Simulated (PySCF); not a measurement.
Input file for PySCF: D3(BJ) and D4 dispersion corrections on CH6OSi (a complex), monomers drawn apart or pushed together.

```python
from pyscf import gto
from pyscf.dispersion import dftd3, dftd4

mol = gto.M(
    atom='''
    Si    0.02133810    0.09222757    0.17658511
    H    -0.65051746   -1.10977309    0.72361901
    H     0.49347010    0.92815319    1.30420815
    H    -0.93864319    0.86205424   -0.64424828
    H     1.17498436   -0.32248442   -0.65109182
    C    -0.24277072   -0.43046192    3.55476349
    O     0.07139680    0.11649624    4.57376801
    H    -1.21648652   -0.24405825    3.06103484
    H     0.42158590   -1.15561505    3.04554284
    ''',
    basis='def2-svp',
    charge=0, spin=0, verbose=0, max_memory=1800)
d3, d4 = {}, {}
for xc in ['hf', 'pbe', 'blyp', 'revpbe', 'tpss', 'r2scan', 'b3lyp', 'pbe0', 'bhlyp', 'camb3lyp', 'b2plyp']:
    d3[xc] = float(dftd3.DFTD3Dispersion(mol, xc=xc, version='d3bj', atm=False).get_dispersion()['energy'])
    print(f'D3(BJ) {xc:10s} {d3[xc]:14.8f} Eh')
for xc in ['hf', 'pbe', 'blyp', 'revpbe', 'tpss', 'r2scan', 'b3lyp', 'pbe0', 'bhlyp', 'camb3lyp', 'b2plyp']:
    d4[xc] = float(dftd4.DFTD4Dispersion(mol, xc={'camb3lyp': 'cam-b3lyp'}.get(xc, xc), atm=True).get_dispersion()['energy'])
    print(f'D4     {xc:10s} {d4[xc]:14.8f} Eh')
```

It printed:

```
D3(BJ) hf            -0.03653111 Eh
D3(BJ) pbe           -0.00472154 Eh
D3(BJ) blyp          -0.00991310 Eh
D3(BJ) revpbe        -0.01196278 Eh
D3(BJ) tpss          -0.00593914 Eh
D3(BJ) r2scan        -0.00135476 Eh
D3(BJ) b3lyp         -0.00808149 Eh
D3(BJ) pbe0          -0.00408084 Eh
D3(BJ) bhlyp         -0.00622019 Eh
D3(BJ) camb3lyp      -0.00367666 Eh
D3(BJ) b2plyp        -0.00371889 Eh
D4     hf            -0.01431580 Eh
D4     pbe           -0.00399661 Eh
D4     blyp          -0.00879014 Eh
D4     revpbe        -0.01299201 Eh
D4     tpss          -0.00540018 Eh
D4     r2scan        -0.00105873 Eh
D4     b3lyp         -0.00635266 Eh
D4     pbe0          -0.00339075 Eh
D4     bhlyp         -0.00455402 Eh
D4     camb3lyp      -0.00341701 Eh
D4     b2plyp        -0.00281532 Eh
```

The run finished.

Cost: around 0.03 core-seconds (rough).
